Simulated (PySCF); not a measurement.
Cr(O)2(OH)2 (CrH₂O₄), SMILES [O]=[Cr](=[O])([OH])[OH], multiplicity 1. Atoms are numbered in the order given.

```xyz
7

Cr     0.0000     0.0000     0.0482
O      0.0000     1.2478     0.9687
O      0.0000    -1.2478     0.9687
O     -1.4043     0.0000    -0.9644
H     -2.3078     0.0000    -0.6137
O      1.4043     0.0000    -0.9644
H      2.3078     0.0000    -0.6137
```

Geometry: B3LYP-D3(BJ)/def2-SVP. A frequency run showed that this geometry is not a minimum. The spin state was assumed, not searched. Other conformers were not sampled.

Two levels are set side by side: PBE/pcSseg-1 (PySCF) and B3LYP/pcSseg-1 (PySCF). GIAO shifts against H2O (¹⁷O), TMS (¹H) at the same level; non-relativistic, no solvent, atoms listed together averaged. Differences are taken from unrounded values.

```json
[
 {"quantity": "δ(¹⁷O) of O2, O3 (ppm)", "B3LYP": "1415.6", "PBE": "1158.7", "PBE minus B3LYP": "-256.9"},
 {"quantity": "δ(¹⁷O) of O4, O6 (ppm)", "B3LYP": "345.9", "PBE": "338.5", "PBE minus B3LYP": "-7.5"},
 {"quantity": "δ(¹H) of H5, H7 (ppm)", "B3LYP": "7.48", "PBE": "7.70", "PBE minus B3LYP": "0.22"}
]
```

Rough cost on one machine, each run with all the roots and properties that it gave: B3LYP against PBE within a factor of 2.
